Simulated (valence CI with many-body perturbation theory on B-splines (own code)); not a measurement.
**Which ion has this spectrum?**

A relativistic CI+MBPT calculation for an atom or ion with 22 electrons gives these levels (cm⁻¹):

```csv
J,Parity,E,g
0,even,0.0,
1,even,39273,1.50
2,even,67684,1.45
3,even,86394,1.41
4,even,92324,1.29
0,even,130337,
4,even,139104,1.05
3,even,161108,0.93
2,even,164813,0.86
5,even,171431,1.07
1,even,175172,1.34
6,even,183824,1.11
4,even,200811,1.03
2,even,206761,1.22
```

The energies are calculated, and their last digits are not significant.

**Question.** Which is it?
A. Ag25+
B. Pd24+
C. Sn28+
D. In27+

**Answer.** D. In27+, ground level (3d3/2^4) J=0.
